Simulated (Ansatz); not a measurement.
Two isomers of C2H8OSSi: A = `OCSC[SiH3]`, B = `OCC[SiH2]S`.

Gas-phase electronic energies from Ansatz, PBE0-D4/def2-TZVP geometries. CBS: MP2 limit from def2 TZ/QZ plus the TZ coupled-cluster correction, frozen cores. Functionals use def2-TZVPP. B3LYP here is the variant with VWN-RPA as its local correlation; programs differ in this. One conformer a species, not always the lowest.

A:

Z-matrix (Å, degrees):
```
C
S 1 1.804
O 1 1.399 2 114.3
H 1 1.096 2 104.6 3 -123.8
H 1 1.091 2 110.0 3 119.7
C 2 1.813 1 99.5 3 -64.5
H 3 0.963 1 108.0 2 -54.8
Si 6 1.880 2 111.1 1 -83.3
H 6 1.093 2 106.6 1 156.7
H 6 1.092 2 108.6 1 41.6
H 8 1.485 6 109.2 2 -64.3
H 8 1.486 6 110.0 2 55.4
H 8 1.490 6 110.9 2 175.4
```

B:

Z-matrix (Å, degrees):
```
C
C 1 1.513
O 1 1.419 2 108.2
H 1 1.098 2 110.7 3 121.0
H 1 1.098 2 109.6 3 -120.3
Si 2 1.883 1 112.7 3 53.6
H 2 1.095 1 109.2 3 174.0
H 2 1.094 1 110.5 3 -68.4
H 3 0.960 1 108.9 2 -175.0
S 6 2.134 2 113.2 1 -83.8
H 6 1.487 2 110.4 1 159.7
H 6 1.489 2 108.3 1 41.0
H 10 1.345 6 92.4 2 50.5
```

(1) Which is lower in electronic energy at CCSD(T)/CBS, and by how much? (An estimate is asked.)

(2) Give E(B) − E(A) in kcal/mol with HF/def2-TZVPP, PBE0-D4, B3LYP-D4, CCSD(T)/def2-TZVPP, MP2/def2-TZVPP, B2PLYP, r2SCAN-D4. (Estimate.)

Largest T1 diagnostic: 0.011.

Answers

(1) Computed: B, by 26.4 kcal/mol.

(2) Computed: HF/def2-TZVPP -27.9, PBE0-D4 -26.0, B3LYP-D4 -25.3, CCSD(T)/def2-TZVPP -26.7, MP2/def2-TZVPP -27.0, B2PLYP -25.9, r2SCAN-D4 -26.0. None reverses the order clearly.

From PBE to PBE0 (25 % exact exchange), in def2-TZVPP and without D4, E(B) − E(A) moves by −1.8 kcal/mol. In def2-TZVPP, CCSD(T) changes the Hartree–Fock value by +1.2 kcal/mol (the triples alone add +0.7 kcal/mol) and MP2 by +0.9 kcal/mol.
